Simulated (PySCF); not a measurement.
CH₅FO₂Si₂, SMILES F[Si@H]1OC[SiH2]O1. Geometry: B3LYP-D3(BJ)/def2-SVP. The structure was generated by enumeration; whether it is a known compound was not checked. Other conformers were not sampled.

Method: B3LYP-D3(BJ)/def2-SVP (PySCF).

Harmonic wavenumbers (cm⁻¹): 88, 96, 265, 348, 436, 484, 511, 655, 697, 701, 750, 804, 841, 867, 908, 942, 976, 997, 1077, 1225, 1284, 1463, 2242, 2248, 2352, 3032, 3085. Rotational constants (GHz): 4.253, 1.966, 1.573; symmetry number 1.

### Question
Work out the zero-point energy and the ideal-gas rigid-rotor harmonic-oscillator thermochemistry at 298.15 K and 1 atm.

### Answer
ZPE = ½ Σ hcν = ½ × 29377 cm⁻¹ = 42.00 kcal/mol. H − E(el) = 46.85 kcal/mol. Entropy in cal/(mol K): translation 40.36, rotation 27.59, vibration 14.58, total 82.54. G − E(el) = 22.24 kcal/mol. Cp = 26.63 cal/(mol K). Modes under 150 cm⁻¹ make the vibrational entropy uncertain.
